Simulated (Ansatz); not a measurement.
Calculation: Ansatz (a quantum-chemistry and plane-wave program) with frozen-core CCSD(T)/def2-TZVPP // r2SCAN-D4/def2-TZVP.

Ansatz 0.2 input:
```yaml
crystal:
  periodic: [false, false, false]
  atoms:
    - { symbol: F, position_ang: [-1.553601, -1.101131, -0.349234] }
    - { symbol: Si, position_ang: [-0.471157, -0.003536, -0.035758] }
    - { symbol: F, position_ang: [-0.61598, 1.158607, -1.089855] }
    - { symbol: F, position_ang: [-0.798458, 0.637152, 1.366048] }
    - { symbol: S, position_ang: [1.405954, -0.923227, -0.091561] }
    - { symbol: H, position_ang: [2.033244, 0.232133, 0.200361] }
basis:
  gaussian: { orbitals: def2-TZVPP }
correlation:
  method: ccsd_t
```

Output:

```
Functional definition: HF
1185 factors; integrals over basis functions are off by at most 1.0e-3 eV
mean field evaluation 1: about -26821.0706 eV, gradient 4.2e1 eV
mean field evaluation 2: about -26821.2904 eV, gradient 4.3e1 eV
mean field evaluation 4: about -26824.3449 eV, gradient 2.5e0 eV
mean field evaluation 8: about -26824.3965 eV, gradient 2.2e-1 eV
mean field evaluation 16: about -26824.3968 eV, gradient 1.6e-6 eV
mean field -26824.39680224 eV, -985.7784002529 hartree, gradient 1.6e-6 eV, S^2 0.000000; 0 other end points of the search recorded, 0 dependent functions left out
13 core orbitals not correlated
reference -26824.39680224 eV, -985.7784002529 hartree; 16, 16 occupied and 162, 162 virtual orbitals, 1185 factors
second order -28.09353423 eV of doubles, -0.00000000 eV of singles
cycle   1  -27.97464396 eV  change    1.2e-1 eV  update   1.0e-1
cycle   2  -28.51624124 eV  change   -5.4e-1 eV  update   2.9e-2
cycle   3  -28.63979489 eV  change   -1.2e-1 eV  update   1.4e-2
cycle   4  -28.62266234 eV  change    1.7e-2 eV  update   2.8e-3
cycle   5  -28.62045820 eV  change    2.2e-3 eV  update   1.0e-3
cycle   6  -28.62107246 eV  change   -6.1e-4 eV  update   2.9e-4
cycle   7  -28.62086238 eV  change    2.1e-4 eV  update   9.6e-5
cycle   8  -28.62078939 eV  change    7.3e-5 eV  update   2.7e-5
cycle   9  -28.62079374 eV  change   -4.4e-6 eV  update   1.0e-5
perturbative correction -0.91728366 eV, -0.0337095526 hartree
Total energy: -26853.93487963 eV, -986.8639045757 hartree
```

Cost: very roughly 50 core-seconds.
